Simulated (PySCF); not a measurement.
# [Yb(NH3)4]3+: from a saddle point downhill

PySCF 2.14.0, RKS B3LYP, Yb lcecp-1-SVP with ECP59, N def2-SVP, H def2-SVP; non-relativistic Hamiltonian with scalar-relativistic core potentials where named; density fitting; no spin-orbit coupling. Relaxed within the symmetry of its start, the geometry (C2v) is

```xyz
17

Yb    0.0000    0.0000    0.0018
N     1.3833    1.3833    1.3744
H     1.2632    1.2632    2.3973
H     2.4049    1.2587    1.2473
H     1.2587    2.4049    1.2473
N    -1.3833   -1.3833    1.3744
H    -1.2632   -1.2632    2.3973
H    -2.4049   -1.2587    1.2473
H    -1.2587   -2.4049    1.2473
N     1.3782   -1.3782   -1.3833
H     2.0192   -2.0192   -0.8795
H     0.8708   -2.0167   -2.0237
H     2.0167   -0.8708   -2.0237
N    -1.3782    1.3782   -1.3833
H    -2.0192    2.0192   -0.8795
H    -0.8708    2.0167   -2.0237
H    -2.0167    0.8708   -2.0237
```

and its lowest harmonic modes are -76, -70, -46, -39, 70, 71 cm⁻¹ (negative: unstable). It was moved along the lowest mode and relaxed again, within the group D2 that the move left.

**Question.** Where does it end, and how much lower?

**Answer.** In C2, 0.000 eV lower, after 3 steps:
```xyz
17

Yb    0.0000    0.0000    0.0023
N     1.3788    1.3903    1.3748
H     1.1027    1.4503    2.3725
H     2.3771    1.1150    1.4287
H     1.4299    2.3863    1.0908
N    -1.3788   -1.3903    1.3748
H    -1.1027   -1.4503    2.3725
H    -2.3771   -1.1150    1.4287
H    -1.4299   -2.3863    1.0908
N     1.3821   -1.3740   -1.3833
H     1.9876   -2.0495   -0.8810
H     0.8777   -1.9763   -2.0602
H     2.0554   -0.8654   -1.9862
N    -1.3821    1.3740   -1.3833
H    -1.9876    2.0495   -0.8810
H    -0.8777    1.9763   -2.0602
H    -2.0554    0.8654   -1.9862
```

**Question.** How do the contacts change?

**Answer.** 
```tsv
contact	saddle (Å)	end (Å)
Yb1–N2 (NH3)	2.390	2.391
Yb1–N6 (NH3)	2.390	2.391
Yb1–N10 (NH3)	2.391	2.391
Yb1–N14 (NH3)	2.391	2.391
```


**Question.** Is the end a minimum?

**Answer.** Probably not: 2 of the modes stay unstable (below −25 cm⁻¹), though so soft as to be near the noise; lowest modes -62, -61, 25, 36, 71, 72 cm⁻¹.

An lcecp potential fixes the number of 4f electrons, so in runs with it no electron can move into or out of that shell.

State: singlet in the valence, with the 4f electrons in the core potential.
